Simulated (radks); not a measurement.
Results of a calculation; reference values are marked as such.
Se7+, 27 electrons, occupied as [Ar] 3d9. Code: a radial shooting solver on a logarithmic mesh with Libxc functionals. Model: scalar-relativistic Kohn-Sham, r2SCAN, spin-polarised, spherical densities, finite nucleus; open shells are filled with parallel spins first; meta-GGA in the generalised Kohn-Sham scheme; Fermi nuclear charge, rms radius 4.14 fm.

Unscreened Slater integrals over Kohn-Sham orbitals (cm^-1). They are taken over the spin-up orbitals.

integral,value
"F0(3d,3d)",339770
"F2(3d,3d)",164350
"F4(3d,3d)",103750
"F0(3d,3p)",339630
"F2(3d,3p)",164230
"G1(3d,3p)",197800
"G3(3d,3p)",123320
"F0(3d,3s)",342700
"G2(3d,3s)",151330
"F0(3p,3p)",342890
"F2(3p,3p)",172580
"F0(3p,3s)",345760
"G1(3p,3s)",229030
"F0(3s,3s)",349050

Derived for the open shells (J is the average intra-shell exchange parameter used in DFT+U). 3d: Racah B = F2/49 - 5 F4/441 = 2178 cm^-1, C = 35 F4/441 = 8234 cm^-1, C/B = 3.78, F4/F2 = 0.631, J = (F2 + F4)/14 = 19150 cm^-1.
